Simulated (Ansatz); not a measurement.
GeH4O2S2, SMILES `[OH][Ge]([OH])([SH])[SH]` at its PBE0-D4/def2-TZVP geometry, where that method's forces vanish. The species carries charge 0 and has multiplicity 1.

```xyz
9

O    -1.7279   -0.0127   -0.6123
Ge   -0.0650   -0.0918   -0.0212
O     0.4710   -1.7600    0.2041
S    -0.2331    1.0399    1.8598
S     1.4206    0.6346   -1.4745
H    -1.8112   -0.3727   -1.4998
H    -0.0224   -2.2051    0.8987
H     1.0776    0.8983    2.1213
H     0.8903    1.8695   -1.4761
```

(1) What forces (eV/Å) does PBE-D4/def2-TZVPP give on these atoms in Ansatz 0.2.0? (Best estimate.)

Answers

(1) Computed: 
```
O1  -0.613  0.233  0.242
Ge2  0.201  0.284  0.065
O3   0.484 -0.418 -0.281
S4  -0.306  0.226  0.267
S5   0.368 -0.136 -0.247
H6  -0.023 -0.172 -0.427
H7  -0.242 -0.198  0.338
H8   0.238 -0.035  0.031
H9  -0.109  0.217  0.012
```
